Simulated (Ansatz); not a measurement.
`C[N]=[W](=[O])([F])[Cl]` and `C[N]=[W](=[O])([F])[O]C` differ in one atom or group.

Ansatz, PBE0-D4/def2-TZVP geometries, multiplicity 1. Each molecule was computed in one conformer, which needn't be the lowest.

Elements past krypton have def2 core potentials.

| property | `C[N]=[W](=[O])([F])[Cl]` |
| --- | --- |
| HOMO–LUMO gap (B3LYP/def2-TZVPP) / eV | 5.51 |
| size of the dipole moment (ωB97M-V/def2-TZVPP) / D | 2.38 |
| LUMO energy (PBE0/def2-TZVPP) / eV | -2.13 |
| zero-point energy (PBE0-D4/def2-TZVP) / kJ/mol | 129.3 |
| HOMO energy (ωB97M-V/def2-TZVPP) / eV | -10.32 |
| HOMO–LUMO gap (PBE/def2-TZVPP) / eV | 3.86 |

(1) Give the same properties after the change, and the shifts. (Best estimate.)

Answers

(1) The calculation gave: 
| property | `C[N]=[W](=[O])([F])[O]C` | shift |
| --- | --- | --- |
| HOMO–LUMO gap (B3LYP/def2-TZVPP) / eV | 6.10 | 0.59 |
| size of the dipole moment (ωB97M-V/def2-TZVPP) / D | 3.78 | 1.40 |
| LUMO energy (PBE0/def2-TZVPP) / eV | -1.07 | 1.06 |
| zero-point energy (PBE0-D4/def2-TZVP) / kJ/mol | 236.0 | 106.7 |
| HOMO energy (ωB97M-V/def2-TZVPP) / eV | -9.89 | 0.43 |
| HOMO–LUMO gap (PBE/def2-TZVPP) / eV | 4.41 | 0.55 |

With PBE0 the HOMO rises by 0.46 eV and the LUMO rises by 1.06 eV, so the gap widens by about 0.60 eV. PBE moves the HOMO by 0.47 eV and ωB97M-V by 0.43 eV. The zero-point energy changes by 106.7 kJ/mol with +12 modes. Dipoles are sizes alone; their direction can turn.

B3LYP here is the variant with VWN-RPA as its local correlation; programs differ in this.
